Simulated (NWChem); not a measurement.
System: AlSiH$_{5}$; SMILES [AlH2][SiH3]

Here is an NWChem input.

```
start job
memory heap 200 mb stack 900 mb global 1100 mb
geometry units angstroms noautosym nocenter noautoz
  Al     0.009985     1.314547    -0.005776
  H     -1.383425     2.109535     0.013667
  H      1.379261     2.149653     0.019034
  Si     0.018279    -1.148372    -0.029865
  H     -0.279368    -1.669180     1.358168
  H      1.341413    -1.736702    -0.450713
  H     -1.047049    -1.708047    -0.940824
end
basis spherical
  Al library def2-svp
  H library def2-svp
  Si library def2-svp
end
dft
  xc b3lyp
  iterations 150
  mulliken
end
task dft energy
esp
  recalculate
  probe 0.07
  range 0.3
  factor 1.0
  spacing 0.02
end
task esp
```

NWChem printed, in part:

```
             Northwest Computational Chemistry Package (NWChem) 7.3.0
             --------------------------------------------------------

                             Geometry "geometry" -> ""
                             -------------------------

 Output coordinates in angstroms (scale by  1.889725989 to convert to a.u.)

  No.       Tag          Charge          X              Y              Z
 ---- ---------------- ---------- -------------- -------------- --------------
    1 Al                  13.0000     0.00998500     1.31454700    -0.00577600
    2 H                    1.0000    -1.38342500     2.10953500     0.01366700
    3 H                    1.0000     1.37926100     2.14965300     0.01903400
    4 Si                  14.0000     0.01827900    -1.14837200    -0.02986500
    5 H                    1.0000    -0.27936800    -1.66918000     1.35816800
    6 H                    1.0000     1.34141300    -1.73670200    -0.45071300
    7 H                    1.0000    -1.04704900    -1.70804700    -0.94082400

 Effective nuclear repulsion energy (a.u.)      74.3511459918

                                 NWChem DFT Module
                                 -----------------

 Summary of "ao basis" -> "ao basis" (spherical)
 ------------------------------------------------------------------------------
       Tag                 Description            Shells   Functions and Types
 ---------------- ------------------------------  ------  ---------------------
 Al                         def2-svp                 8       18   4s3p1d
 H                          def2-svp                 3        5   2s1p
 Si                         def2-svp                 8       18   4s3p1d

            General Information
            -------------------
          SCF calculation type: DFT
          Wavefunction type:  closed shell.
          No. of atoms     :     7
          No. of electrons :    32
           Alpha electrons :    16
            Beta electrons :    16
          Charge           :     0
          Spin multiplicity:     1
          Use of symmetry is: off; symmetry adaption is: off
          Maximum number of iterations: 150
          AO basis - number of functions:    61
                     number of shells:    31
          Convergence on energy requested:  1.00D-06
          Convergence on density requested:  1.00D-05
          Convergence on gradient requested:  5.00D-04

              XC Information
              --------------
                         B3LYP Method XC Potential
                     Hartree-Fock (Exact) Exchange  0.200
                        Slater Exchange Functional  0.800 local
                    Becke 1988 Exchange Functional  0.720 non-local
              Lee-Yang-Parr Correlation Functional  0.810
                  VWN I RPA Correlation Functional  0.190 local

             Grid Information
             ----------------
          Grid used for XC integration:  medium
          Radial quadrature: Mura-Knowles
          Angular quadrature: Lebedev.
          Tag              B.-S. Rad. Rad. Pts. Rad. Cut. Ang. Pts.
          ---              ---------- --------- --------- ---------
          Al                  1.25       88          10.0       590
          H                   0.35       45          12.0       434
          Si                  1.10       88          10.0       590
          Grid pruning is: on
          Number of quadrature shells:   401
          Spatial weights used:  Erf1

      Superposition of Atomic Density Guess
      -------------------------------------

 Sum of atomic energies:        -533.02635659

      Non-variational initial energy
      ------------------------------

 Total energy =    -533.340671
 1-e energy   =    -887.384912
 2-e energy   =     279.693095
 HOMO         =      -0.280041
 LUMO         =      -0.030575

     ---------------------------------------------
      Total Density - Mulliken Population Analysis
     ---------------------------------------------

[...]

                     NWChem Electrostatic Potential Fit Module
                     -----------------------------------------

 Atom parameters

 Number of atoms is                                    7
 Number of basis functions is                         61

 Grid parameters

 Maximum number of grid points is                  39161
 Number of grid points is                          39160
 Grid range                                     0.300000 nm
 Grid spacing                                   0.020000 nm
 Probe radius                                   0.070000 nm
 Atom radius factor                             1.000000

 Atomic radii

    1    0.100000
   13    0.195000
   14    0.187000
 FASTESP  F
  using M.O. file = ./job.movecs

    Atom              Coordinates                           Charge

                                                  ESP

    1 Al    0.000999    0.131455   -0.000578    0.685222
    2 H    -0.138343    0.210954    0.001367   -0.261742
    3 H     0.137926    0.214965    0.001903   -0.262005
    4 Si    0.001828   -0.114837   -0.002987    0.004936
    5 H    -0.027937   -0.166918    0.135817   -0.050744
    6 H     0.134141   -0.173670   -0.045071   -0.059371
    7 H    -0.104705   -0.170805   -0.094082   -0.056296
                                            ------------
                                                0.000000

 Dipole moment                                  0.120411

 Quadrupole moment Qxx                         -1.282417
                   Qyy                         -8.321918
                   Qzz                          9.604335

 RMS deviation kJ/mol                           0.080177

 RRMS %                                        46.488585
```

Level: B3LYP/def2-SVP. The geometry was optimised at PBE-D3(BJ)/def2-SVP.
